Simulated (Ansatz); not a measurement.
Job for Ansatz (an electronic-structure program): R-CCSD(T)/aug-cc-pVTZ on FGaH2 (SMILES [F][GaH2]), atoms moved off the minimum. The run froze 15 orbitals, filled d shells among them.

Ansatz 0.2 input:
```yaml
crystal:
  periodic: [false, false, false]
  atoms:
    - {symbol: Ga, position_ang: [-0.07875900, -0.24982089, 0.11026586]}
    - {symbol: H, position_ang: [0.52653644, -0.97273259, 1.18429283]}
    - {symbol: H, position_ang: [-1.44927045, -0.65447103, -0.84760738]}
    - {symbol: F, position_ang: [0.75030258, 1.30585173, -0.48919647]}
basis:
  gaussian:
    orbitals: aug-cc-pVTZ
magnetization: {spin_polarized: false}
correlation: {method: ccsd_t, electrons: outside_noble_gas}
scf: {lower_state_search: off}
output: {forces: true}
```

Problem. Predict the final total energy.

Solution. -2024.3171 hartree (reference determinant -2023.9413, T1 diagnostic 0.015).

Problem. How many basis functions does it have, and what does it roughly cost on one machine?

Solution. 151 functions; around 70 core-seconds (rough).
